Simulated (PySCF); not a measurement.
How methods differ on the excitation energy of P

P [Ne] 3s2 3p3 (4S) → P [Ne] 3s1 3p3 3d1 (6D), as a difference of total energies. Calculation: PySCF 2.14, in aug-cc-pVTZ-DK; scalar relativity by spin-free X2C-1e. Correlated levels: valence: [Ne] frozen. The calculations carry no spin-orbit coupling.

```csv
method,excitation energy (cm⁻¹)
UHF,101420
LDA,117150
PBE,115700
PBE0,115060
r2SCAN,111730
BHandHLYP,119370
PBEsol,114670
B97-3,117870
wB97M-V,118900
MP2 (valence),113500
SCS-MP2 (valence),117070
```

The upper state lies above the first ionisation limit, but in LS coupling its spin forbids autoionisation to the ground ion.

The promoted electron is Rydberg-like, and one or two diffuse shells describe it only roughly, which tends to raise the upper state.

In the upper state the promoted electron has a positive orbital energy at LDA, PBE, PBE0, r2SCAN, PBEsol, B97-3, so the basis confines it.
